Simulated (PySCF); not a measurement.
State search for InI

Unrestricted PBE0; PySCF, scalar-relativistic core potentials, basis sets In def2-SVP with ECP28, I def2-SVP with ECP28. Outer shells of the fragments: In 4d10 5s2 5p1; I 4d10 5s2 5p5.

Followed along the bond (rough minima from three points):

| 2Ms+1 | unpaired | ⟨S²⟩ at the start | R at minimum (Å) | Te (eV) |
| --- | --- | --- | --- | --- |
| 1 | none | 0.00 | 2.80 | 0.00 |
| 3 | σ ↑, π ↑ | 2.01 | 2.77 | 3.05 |

Solutions found at the starting distance of 2.700 Å, counted from the lowest of them; the search is not exhaustive and high or unbound solutions are not listed, so other states can lie among these:

| 2Ms+1 | unpaired | term | E (eV) | ⟨S²⟩ | ⟨Lz²⟩ | μ (D) |
| --- | --- | --- | --- | --- | --- | --- |
| 1 | none | ¹Σ⁺ | 0.00 | 0.00 | 0.00 | -2.98 |
| 3 | σ ↑, π ↑ | ³Π | 3.03 | 2.01 | 1.00 | -1.34 |
| 1 | σ ↑, π ↓ | mixed | 3.41 | 1.01 | 1.00 | -0.78 |
| 3 | π ↑↑ | mixed | 4.38 | 2.01 | 2.01 | 3.47 |
| 3 | π ↑↑ | mixed | 4.53 | 2.01 | 2.01 | 3.48 |
| 3 | σ ↑↑ | ³Σ⁺ | 4.88 | 2.00 | 0.00 | -0.39 |

A term symbol is given only where ⟨S²⟩ and ⟨Lz²⟩ are close to those of a pure state; real π, δ and φ orbitals otherwise mix terms. A positive dipole means In(−)I(+).

Spin–orbit coupling is left out. Counting both spins, an empty level lies below a filled one in some of these solutions, because spin and occupation are held.
